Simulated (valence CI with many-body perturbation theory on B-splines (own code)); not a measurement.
## Tc XXIX: calculated level list

Method: relativistic CI+MBPT: five valence electrons over a frozen Dirac-Fock core [Ne], a basis of 11 s, 11 p, 10 d, 8 f, 5 g, 2 h functions for each j, with the one-electron correlation potential Σ1, the two-electron term Σ2, the three-electron term Σ3, Breit, model QED; selected CI, second order for the rest, scaled by the run's own slope (own B-spline code, finite nucleus).

No measured spectrum was set against this ion. As an estimate, large intervals hold to a few tenths of a per cent, small ones and those within an open d or f shell to about a per cent. Among the levels kept, up to 3800 cm⁻¹ of a level comes from second order outside the variational space, and about a tenth of that is noise between levels of different J, which matters for small intervals.

Levels 136 to 167 of 167, with energies above the lowest level, 3s2.3p3 4S°_3/2. "Leading %" is the weight of the configuration and term that name the level; weights of strongly mixed levels are sums over their largest components and can fall short. In the jj column 3d3/2^4 stands for four electrons in 3d with j = 3/2. Lifetimes count E1, E2, E3, M1 and M2 decay at the calculated energies, and are blank where another channel may lead or the interval is too uncertain; long ones can be off by a factor of two.

| No. | Configuration | Term | J | E (cm⁻¹) | Leading % | Lifetime | Leading jj | Second component |
| --- | --- | --- | --- | --- | --- | --- | --- | --- |
| 136 | 3s.3p3.3d | 2P° | 3/2 | 2438300 | 22 | 2.14 ps | 3s^2 3p3/2 3d3/2^2 (30 %) | 12 % 3s2.3p.3d2 2P° |
| 137 | 3s2.3p.3d2 | 2H° | 11/2 | 2442600 | 96 | 11.5 ps | 3s^2 3p3/2 3d3/2 3d5/2 (66 %) |  |
| 138 | 3s2.3p.3d2 | 4D° | 7/2 | 2450300 | 55 | 4.54 ps | 3s^2 3p3/2 3d5/2^2 (50 %) | 12 % 3s.3p3.3d 2F° |
| 139 | 3s2.3p.3d2 | 4P° | 5/2 | 2452400 | 34 | 3.54 ps | 3s^2 3p3/2 3d5/2^2 (26 %) | 21 % 3s.3p3.3d 2D° |
| 140 | 3s2.3p.3d2 | 2G° | 9/2 | 2471700 | 48 | 4.68 ps | 3s^2 3p3/2 3d5/2^2 (71 %) | 23 % 3s2.3p.3d2 4F° |
| 141 | 3s.3p3.3d | 2S° | 1/2 | 2481000 | 35 | 2.44 ps | 3s^2 3p3/2 3d3/2 3d5/2 (43 %) | 31 % 3s2.3p.3d2 2S° |
| 142 | 3s2.3p.3d2 | 4D° | 3/2 | 2484100 | 28 | 2.72 ps | 3s^2 3p3/2 3d3/2 3d5/2 (40 %) | 17 % 3s.3p3.3d 2D° |
| 143 | 3s2.3p.3d2 | 4D° | 1/2 | 2494400 | 28 | 2.69 ps | 3s 3p3/2^3 3d3/2 (42 %) | 21 % 3s.3p3.3d 4D° |
| 144 | 3s2.3p.3d2 | 2G° | 7/2 | 2504500 | 53 | 3.35 ps | 3s^2 3p3/2 3d3/2 3d5/2 (42 %) | 21 % 3s2.3p.3d2 2F° |
| 145 | 3s.3p3.3d | 2D° | 5/2 | 2504900 | 29 | 3.41 ps | 3s^2 3p3/2 3d3/2 3d5/2 (25 %) | 15 % 3s2.3p.3d2 4D° |
| 146 | 3s2.3p.3d2 | 4S° | 3/2 | 2509300 | 44 | 2.20 ps | 3s^2 3p3/2 3d3/2^2 (28 %) | 14 % 3s2.3p.3d2 4P° |
| 147 | 3s.3p3.3d | 2F° | 5/2 | 2528200 | 24 | 2.73 ps | 3s^2 3p3/2 3d3/2 3d5/2 (31 %) | 23 % 3s2.3p.3d2 2F° |
| 148 | 3s.3p2.3d2 | 6G | 3/2 | 2538400 | 68 | 155 ps | 3s 3p1/2^2 3d3/2^2 (60 %) | 13 % 3s.3p2.3d2 4F |
| 149 | 3s2.3p.3d2 | 2D° | 3/2 | 2543200 | 27 | 2.99 ps | 3s^2 3p3/2 3d3/2 3d5/2 (32 %) | 25 % 3s2.3p.3d2 2P° |
| 150 | 3s.3p2.3d2 | 6G | 5/2 | 2554600 | 41 | 88.8 ps | 3s 3p1/2^2 3d3/2^2 (44 %) | 10 % 3p4.3d 4D |
| 151 | 3s2.3p.3d2 | 2F° | 7/2 | 2558200 | 36 | 2.74 ps | 3s^2 3p3/2 3d3/2 3d5/2 (40 %) | 15 % 3s2.3p.3d2 2G° |
| 152 | 3s.3p3.3d | 2D° | 3/2 | 2569500 | 28 | 2.12 ps | 3s^2 3p3/2 3d3/2 3d5/2 (38 %) | 20 % 3s2.3p.3d2 2P° |
| 153 | 3s2.3p.3d2 | 2G° | 9/2 | 2571900 | 86 | 3.01 ps | 3s^2 3p3/2 3d3/2 3d5/2 (74 %) | 5 % 3s.3p3.3d 2G° |
| 154 | 3p4.3d | 4D | 3/2 | 2588800 | 30 | 24.7 ps | 3p1/2^2 3p3/2^2 3d3/2 (57 %) | 10 % 3s.3p2.3d2 6G |
| 155 | 3s2.3p.3d2 | 2D° | 5/2 | 2588800 | 52 | 2.53 ps | 3s^2 3p3/2 3d3/2 3d5/2 (33 %) | 17 % 3s2.3p.3d2 2F° |
| 156 | 3s.3p2.3d2 | 6G | 5/2 | 2595300 | 33 | 30.0 ps | 3p1/2^2 3p3/2^2 3d3/2 (31 %) | 25 % 3p4.3d 4D |
| 157 | 3p4.3d | 4D | 1/2 | 2597500 | 16 | 28.9 ps | 3p1/2^2 3p3/2^2 3d3/2 (45 %) | 16 % 3p4.3d 2P |
| 158 | 3s.3p2.3d2 | 6G | 7/2 | 2597800 | 41 | 51.6 ps | 3s 3p1/2^2 3d3/2 3d5/2 (46 %) | 13 % 3s.3p2.3d2 6F |
| 159 | 3s2.3p.3d2 | 2P° | 3/2 | 2620600 | 62 | 3.60 ps | 3s^2 3p3/2 3d5/2^2 (55 %) | 9 % 3s.3p3.3d 2P° |
| 160 | 3s2.3p.3d2 | 2F° | 5/2 | 2624600 | 61 | 3.00 ps | 3s^2 3p3/2 3d3/2 3d5/2 (55 %) | 16 % 3s.3p3.3d 2F° |
| 161 | 3s.3p3.3d | 2P° | 1/2 | 2625800 | 40 | 2.02 ps | 3s 3p3/2^3 3d5/2 (30 %) | 35 % 3s2.3p.3d2 2P° |
| 162 | 3p4.3d | 4D | 7/2 | 2626400 | 26 | 20.8 ps | 3p1/2^2 3p3/2^2 3d5/2 (23 %) | 25 % 3s.3p2.3d2 6G |
| 163 | 3s.3p2.3d2 | 6D | 1/2 | 2636600 | 56 | 46.3 ps | 3s 3p1/2^2 3d3/2^2 (30 %) | 14 % 3s.3p2.3d2 4P |
| 164 | 3s2.3p.3d2 | 2F° | 7/2 | 2638600 | 39 | 3.42 ps | 3s^2 3p3/2 3d5/2^2 (58 %) | 35 % 3s2.3p.3d2 2G° |
| 165 | 3s2.3p.3d2 | 2D° | 5/2 | 2639400 | 78 | 3.05 ps | 3s^2 3p3/2 3d5/2^2 (46 %) | 6 % 3s.3p3.3d 2D° |
| 166 | 3s2.3p.3d2 | 2D° | 3/2 | 2641900 | 54 | 2.45 ps | 3s^2 3p3/2 3d3/2 3d5/2 (41 %) | 17 % 3s.3p3.3d 2D° |
| 167 | 3s.3p2.3d2 | 6G | 9/2 | 2653000 | 37 | 28.2 ps | 3s 3p1/2^2 3d3/2 3d5/2 (28 %) | 18 % 3s.3p2.3d2 6F |

Names give the largest LS component (configuration and term), which can be under half, so a name can repeat, a term be missing and a line seem to break the LS rules; names also repeat where a configuration has a term twice.
